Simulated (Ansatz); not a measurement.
Cr3P3. The state is a sextet with charge 0. Geometry PBE0-D4/def2-SVP; atoms count from 1.

Cartesian coordinates in Å:
```
Cr 0.390 -1.324 0.157
Cr -1.429 -0.077 -1.363
Cr -0.193 1.080 0.809
P 1.965 0.341 0.657
P 0.915 0.658 -1.231
P -1.649 -0.678 0.972
```

The charge 0 sextet is spin-contaminated (final ⟨S²⟩ up to 12.56, 8.75 for a pure state). At PBE0-D4/def2-TZVP a quartet of charge 0 lies 0.43 eV below the sextet, each at its own geometry. The structure comes from a short search, and lower isomers may exist.

Question: Estimate the Mulliken populations from the PBE0/def2-TZVP orbitals of Ansatz.

Answer: 
```json
{"atom": "Cr1", "charge (e)": "0.41", "spin (α − β)": "-3.79", "d electrons": "4.69"}
{"atom": "Cr2", "charge (e)": "0.35", "spin (α − β)": "4.86", "d electrons": "4.85"}
{"atom": "Cr3", "charge (e)": "0.45", "spin (α − β)": "4.03", "d electrons": "4.70"}
{"atom": "P4", "charge (e)": "-0.32", "spin (α − β)": "0.11", "d electrons": "–"}
{"atom": "P5", "charge (e)": "-0.29", "spin (α − β)": "-0.01", "d electrons": "–"}
{"atom": "P6", "charge (e)": "-0.60", "spin (α − β)": "-0.20", "d electrons": "–"}
```
Mulliken values depend strongly on the basis.

Question: Where does the spin sit?

Answer: Summed by element: Cr 5.10, P -0.10, of 5 unpaired in all. Largest on single atoms: Cr2 4.86, Cr3 4.03, Cr1 -3.79.

Question: And the Mayer bond orders between heavy atoms (over 0.3)?

Answer: Cr1–Cr3 0.33 (2.56 Å); Cr1–P4 0.88 (2.35 Å); Cr1–P5 0.68 (2.48 Å); Cr1–P6 1.09 (2.29 Å); Cr2–P5 0.56 (2.46 Å); Cr2–P6 0.75 (2.42 Å); Cr3–P4 0.82 (2.29 Å); Cr3–P5 0.70 (2.36 Å); Cr3–P6 1.02 (2.29 Å); P4–P5 1.01 (2.18 Å).
